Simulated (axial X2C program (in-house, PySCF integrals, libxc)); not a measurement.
Nuclear properties of CrTe⁻

Computed with an axial X2C code built on PySCF integrals: two-component X2C with atomic mean-field Coulomb and Gaunt terms, Gaussian nuclei, basis Te dyall-acv3z, Cr dyall-acv3z with contracted cores.

R = 2.532 Å (near the PBE0 minimum at charge -1 of the determinant lowest at the starting distance; the state shown can have its own minimum elsewhere).

Determinant lowest in the PBE0 search, Ω = 5/2 (⟨Sz⟩ = 2.51, ⟨Lz⟩ = -0.01 at PBE0), spin on the atoms Te -0.14, Cr 2.66:

| level | Eeff magnitude (GV/cm) | Ws magnitude Te (kHz) | Ws magnitude Cr (kHz) | A∥/gI Te (MHz) | qzz Te (a.u.) | A∥/gI Cr (MHz) | qzz Cr (a.u.) |
| --- | --- | --- | --- | --- | --- | --- | --- |
| PBE0 | 1.21 | 0.349 | 0.0388 | -11.3 | 3.14 | 215 | 0.36 |
| HF | 2.58 | 0.686 | 0.0362 | -40.1 | 4.41 | 126 | 0.05 |
| PBE50 | 2.02 | 0.535 | 0.0302 | -21.9 | 3.11 | 185 | 0.27 |
| r2SCAN | 0.781 | 0.262 | 0.0516 | -12.6 | 2.92 | 286 | 0.36 |
| TPSSh | 0.811 | 0.253 | 0.0419 | -10.8 | 3.16 | 218 | 0.41 |

Determinant 0.58 eV from it at PBE0 and this distance, Ω = 7/2 (⟨Sz⟩ = 2.53, ⟨Lz⟩ = 0.97 at PBE0), spin on the atoms Te -0.23, Cr 2.76:

```tsv
level	Eeff magnitude (GV/cm)	Ws magnitude Te (kHz)	Ws magnitude Cr (kHz)	A∥/gI Te (MHz)	qzz Te (a.u.)	A∥/gI Cr (MHz)	qzz Cr (a.u.)
PBE0	1.58	0.208	0.0412	234	-2.33	234	-0.65
PBE50	0.872	0.0708	0.0482	182	-1.92	222	-0.66
r2SCAN	1.75	0.239	0.044	230	-2.76	275	-0.71
TPSSh	1.83	0.255	0.0413	231	-2.02	238	-0.61
```

Eeff is the effective electric field on the electron electric dipole moment in this Ω state and Ws the scalar–pseudoscalar constant of the nucleus named (defined with the proton number Z and per Ω); A∥ (defined per Ω) follows by multiplying with gI = μI/(I μN); qzz is the electric field gradient, eQq0 = 234.96 MHz × Q/barn × qzz. The operators were transformed with the bare-nucleus X2C matrices; with these basis sets, hyperfine constants and field gradients can be off by tens of per cent, and where levels differ in sign neither size nor sign is settled.

Each state is one determinant with collinear spin, which with several unpaired electrons need not be a pure state. Unrestricted Hartree–Fock can overshoot spin polarisation at the nuclei. For an anion, determinants above electron detachment, or with a positive highest level, are held by the basis set. This is the top spin component of a Σ state; components of lower Ω are not single determinants and can lie lower. With several open shells hyperfine constants can be off by a factor of several. Where Eeff spreads by more than a factor of two the levels disagree and none is to be relied on. Left out as unconverged or as another state under the same occupation: HF in at least one table. States lie within half an eV, so the first need not be the ground state. Further determinants of the search, some of them spin-mixed, are not shown. Where a field gradient or hyperfine factor spreads by more than a factor of two over the levels, a constant derived from it is not to be relied on. PBE0 term energies can be off by some tenths of an eV.
